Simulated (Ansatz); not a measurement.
One change: `C[CH2][Al]([SH])[O]C` becomes `C[O][Al]([SH])[SH]`.

Ansatz, PBE0-D4/def2-TZVP geometries, multiplicity 1. Each molecule was computed in one conformer, which needn't be the lowest.

| property | `C[CH2][Al]([SH])[O]C` |
| --- | --- |
| HOMO–LUMO gap (B3LYP/def2-TZVPP) / eV | 6.92 |
| size of the dipole moment (B3LYP/def2-TZVPP) / D | 1.08 |
| size of the dipole moment (PBE/def2-TZVPP) / D | 1.04 |
| HOMO–LUMO gap (PBE0/def2-TZVPP) / eV | 7.45 |
| LUMO energy (PBE/def2-TZVPP) / eV | -0.84 |
| LUMO energy (ωB97M-V/def2-TZVPP) / eV | 1.45 |

Give the same properties after the change, and the shifts. (Estimate.)

Ansatz gave: 
```tsv
property	`C[O][Al]([SH])[SH]`	shift
HOMO–LUMO gap (B3LYP/def2-TZVPP) / eV	6.67	-0.25
size of the dipole moment (B3LYP/def2-TZVPP) / D	1.00	-0.08
size of the dipole moment (PBE/def2-TZVPP) / D	0.95	-0.09
HOMO–LUMO gap (PBE0/def2-TZVPP) / eV	7.21	-0.24
LUMO energy (PBE/def2-TZVPP) / eV	-1.24	-0.40
LUMO energy (ωB97M-V/def2-TZVPP) / eV	1.21	-0.24
```

With PBE0 the HOMO falls by 0.12 eV and the LUMO falls by 0.36 eV, so the gap narrows by about 0.24 eV. PBE moves the HOMO by -0.16 eV and ωB97M-V by -0.07 eV. Dipoles are sizes alone; their direction can turn.

B3LYP here is the variant with VWN-RPA as its local correlation; programs differ in this.
